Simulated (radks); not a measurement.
Excited configurations of the technetium ion Tc3+: one electron is placed in a higher orbital outside [Kr] 4d3. The ground configuration is [Kr] 4d4. Method: Dirac Kohn-Sham, LDA (Slater exchange, Perdew-Wang correlation), spin-unpolarised, spherical densities, point nucleus; open shells are shared between the two j in proportion to 2j + 1; computed with a radial shooting solver on a logarithmic mesh with Libxc functionals. Excitation = E - E(ground); binding = E(ion) - E, where the ion is the core of charge +4; n* = 4/sqrt(2 binding) in atomic units, and the quantum defect is n - n*. Eigenvalue and <r> are those of j = l + 1/2.

outer orbital	excitation (eV)	binding (eV)	n*	eigenvalue (eV)
5s	8.132	34.100	2.527	-29.951
6s	24.970	17.261	3.551	-15.373
6p	27.472	14.759	3.841	-13.032
7p	32.884	9.348	4.826	-8.329
7d	34.832	7.399	5.424	-6.589

The Delta-SCF ionisation energy is 42.231 eV (NIST Atomic Spectra Database: 41 eV, theoretical). Self-interaction in the functional shifts the binding energies and quantum defects, so they are the method's values and not measured ones. Spin polarisation and multiplet splitting are left out, so open shells lie too high by an amount that depends on their filling. Sharing an open shell by 2j + 1 raises it above the true ground level by a part of the spin-orbit splitting, which enters the differences from NIST.

Beside tabulated values, note that spin-unpolarised runs miss the spin-polarisation part of the exchange energy of open shells.
